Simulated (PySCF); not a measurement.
All of these have the formula C7H11N. Level of theory: TDDFT PBE0/def2-SVPD, vertical, gas phase, core orbitals frozen in the response in PySCF 2.14.0, density-fitted response routines. Geometries: GFN2-xTB; one conformer of each isolated species. Triplets are in the Tamm–Dancoff approximation. 'Strongest' means the level of largest summed f among the lowest 6 singlets; it needn't be the same kind of state in each.

Question: Rank by computed HOMO–LUMO gap, highest first.
A. `C(#N)[C@@H]1CC[C@H](C1)C`
B. `C=C(C#N)[C@H](C)CC`
C. `C#C[C@H]1CCN(C)C1`
D. `[H]/N=C/[C@@H]1[C@H]2CCC[C@@H]12`
E. `[H]/N=C/C(=C)C1CCC1`

Answer: A (9.32 eV), D (7.31 eV), C (7.01 eV), B (6.65 eV), E (6.22 eV).

```tsv
SMILES	gap (eV)	strongest (eV)	α (au)	first f ≥ 0.01 (nm)	HOMO (eV)	f (strongest)	S1 mainly
C[C@@H]1CC[C@@H](C#N)C1	9.32	8.49	82.0	153	-9.01	0.02	H→L (38%)
[H]/N=C/[C@@H]1[C@H]2CCC[C@@H]12	7.31	7.03	86.1	182	-7.27	0.25	H→L (97%)
C#C[C@H]1CCN(C)C1	7.01	6.37	87.8	211	-6.35	0.02	H→L (96%)
C=C(C#N)[C@H](C)CC	6.65	6.26	87.1	198	-8.03	0.28	H→L (92%)
[H]/N=C/C(=C)C1CCC1	6.22	5.77	89.3	215	-7.37	0.23	H-1→L (97%)
```

H and L stand for HOMO and LUMO.

- `C[C@@H]1CC[C@@H](C#N)C1`: Löwdin shares by element: HOMO carbon 39% or more, nitrogen 33% (atoms not listed hold the other 28%); LUMO hydrogen 20% or more, carbon 19% or more (atoms not listed hold the other 61%).
- `[H]/N=C/[C@@H]1[C@H]2CCC[C@@H]12`: Löwdin shares by element: HOMO nitrogen 58%, carbon 15% or more, hydrogen 13% or more; LUMO carbon 41% or more, nitrogen 35%, hydrogen 6% or more (atoms not listed hold the other 17%).
- `C#C[C@H]1CCN(C)C1`: Löwdin shares by element: HOMO nitrogen 56%, carbon 23% or more (atoms not listed hold the other 20%); LUMO carbon 35% or more (atoms not listed hold the other 65%).
- `C=C(C#N)[C@H](C)CC`: Löwdin shares by element: HOMO carbon 65% or more, nitrogen 16% (atoms not listed hold the other 19%); LUMO carbon 68% or more, nitrogen 16% (atoms not listed hold the other 17%).
- `[H]/N=C/C(=C)C1CCC1`: Löwdin shares by element: HOMO carbon 62% or more, nitrogen 12% (atoms not listed hold the other 26%); LUMO carbon 60% or more, nitrogen 25%.
